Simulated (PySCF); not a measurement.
Hf(I)2(NH2)2 (H4HfI2N2), SMILES [NH2][Hf]([NH2])([I])[I], multiplicity 1.

Geometry optimised at B3LYP-D3(BJ)/def2-SVP. The multiplicity is an assumed one; other spin states were not compared. The def2 effective core potentials stand for the cores of Hf, I; spin–orbit coupling is left out. The values are those of a single conformer.

Two levels are set side by side: PBE/def2-TZVP (PySCF) and B3LYP/def2-TZVP (PySCF). Same geometry, gas phase. Differences are taken from unrounded values.

```csv
quantity,PBE
orbital gap (eV),3.90
highest occupied level (eV),-6.13
lowest empty level (eV),-2.24
dipole moment (D),3.36
mean polarisability (bohr³),130.4
```

Question: These are the PBE values. What does B3LYP give? (Estimate from the structure and the level; the computed values follow.)

Answer: 
```tsv
quantity	B3LYP	PBE minus B3LYP
orbital gap (eV)	5.41	-1.51
highest occupied level (eV)	-7.05	0.91
lowest empty level (eV)	-1.63	-0.60
dipole moment (D)	3.37	-0.01
mean polarisability (bohr³)	125.8	4.7
```

Without exact exchange PBE keeps part of each electron's self-repulsion, which lifts occupied levels and narrows the gap. PBE's more diffuse valence density responds more strongly to a field. Differences between two approximate levels are no errors against the true value.

Rough cost on one machine, each run with all the roots and properties that it gave: B3LYP against PBE within a factor of 2.
